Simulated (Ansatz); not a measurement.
Ansatz (a program for electronic structure) input:

Ansatz 0.2 input:
```yaml
crystal:
  periodic: [false, false, false]
  atoms:
    - {symbol: Si, position_ang: [-0.39944634, 0.20754497, 0.70030370]}
    - {symbol: F, position_ang: [-1.58505953, -0.57367170, -0.17303181]}
    - {symbol: F, position_ang: [-0.41851597, 1.63403646, -0.16193260]}
    - {symbol: Cl, position_ang: [1.38967225, -0.73228897, -0.39938659]}
basis:
  gaussian:
    orbitals: def2-TZVP
hamiltonian:
  xc: {name: PBE0}
total_charge: -1
```

### Question
Predict the final energy.

### Answer
-949.24897 Eh (PBE0/def2-TZVP). The basis has 136 functions.
